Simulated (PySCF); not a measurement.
C2H10O2Si2, SMILES O[SiH2]CC[SiH2]O.

The structure is a stationary point at PBE0-D3(BJ)/def2-SVP. The structure was generated by enumeration, and PubChem lists no compound with its InChIKey, so it may never have been made. One conformer was computed; it need not be the lowest.

Level of theory: r2SCAN/def2-TZVP run with PySCF.

```yaml
total_energy: -811.69390 hartree
highest_occupied_level: -6.91 eV
lowest_empty_level: -0.25 eV
orbital_gap: 6.66 eV
dipole_moment: 2.75 D
quadrupole, principal values (traceless, Buckingham form, about the centre of nuclear charge): -11.03, 2.00, 9.03 D·Å
mean_static_polarisability: 81.8 bohr³ (12.12 Å³)
polarisability_principal_values: 73.7, 77.4, 94.2 bohr³
```
